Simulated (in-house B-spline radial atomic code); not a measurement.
A run on an ion of nuclear charge 69 with 69.7 electrons that did not converge. Method: scalar-relativistic (X2C) r2SCAN0, spin-polarised, spherical fractional occupations, Fermi nucleus of rms radius 5.2256 fm; computed with an all-electron radial atomic-structure program (B-spline basis).

Command:
```bash
python run_scf.py task.json out
```
Settings (nuclear radius in fm, mass in u):
```
Z                69
configuration    [Xe] 4f13.7 6s2
hamiltonian      x2c
method           r2scan0
spin_polarised   True
nucleus          fermi
rms_radius       5.2256
atomic_mass      168.93422
speed_of_light   137.035999084
```

First and last ten iterations of the last attempt (damped for 15 steps, keeping 80 % of the old Fock matrix, then DIIS):
```
 iter        energy (Eh)    residual
    1      -13468.234984    8.94e-01
    2      -13487.573854    1.81e+00
    3      -13525.095017    1.17e+00
    4      -13546.248305    7.30e-01
    5      -13557.334476    5.03e-01
    6      -13562.665699    3.29e-01
    7      -13565.024371    2.13e-01
    8      -13566.027931    1.45e-01
    9      -13566.481609    1.04e-01
   10      -13566.716896    7.78e-02
  111      -13545.612215    4.50e-01
  112      -13545.520188    4.49e-01
  113      -13545.364829    4.49e-01
  114      -13545.073805    4.50e-01
  115      -13545.234834    4.50e-01
  116      -13545.132783    4.50e-01
  117      -13567.001173    2.99e-02
  118      -13567.014739    2.74e-02
  119      -13567.042557    1.60e-02
  120      -13467.793311    8.76e-01
 not converged after 120 iterations
```

The smallest residual met was 1.6e-02; the threshold is about 7e-07. No energy from this run should be used. The likely cause: this method binds the added charge weakly or not at all at the basis-set limit, so charge moves back and forth between the atom and the box. Time taken, with all properties: 7.5 s on 1 thread of Arm Neoverse V1 (shared host).
